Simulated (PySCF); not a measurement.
## Li (lithium, neutral) across methods

[He] 2s1, 2S determinant. Calculation: PySCF 2.14, in dyall-av2z; no relativity, point nucleus.

```
   method  E (hartree)  mean ε 1s α (eV)  mean ε 1s β (eV)  mean ε 2s α (eV)  Σ⟨r²⟩ (bohr²)   ⟨S²⟩
     MN15      -7.4955           -57.166           -56.874            -3.372          20.93  0.750
      UHF     -7.43265           -67.666           -67.177            -5.343          18.65  0.750
      M06      -7.4873           -56.096           -55.904            -3.569          18.43  0.750
      LDA      -7.3438           -51.012           -50.801            -3.165          18.32  0.750
      PBE      -7.4620           -51.727           -51.500            -3.227          17.97  0.750
BHandHLYP      -7.4838           -60.230           -59.869            -4.245          17.91  0.750
   r2SCAN      -7.4795           -53.238           -53.074            -3.270          17.95  0.750
     PBE0      -7.4671           -55.866           -55.582            -3.831          17.97  0.750
```

Task: Estimate the same row for M06-2X.

Result: E (hartree) = -7.4822; mean ε 1s α (eV) = -59.896; mean ε 1s β (eV) = -59.715; mean ε 2s α (eV) = -4.128; Σ⟨r²⟩ (bohr²) = 18.38; ⟨S²⟩ = 0.750.
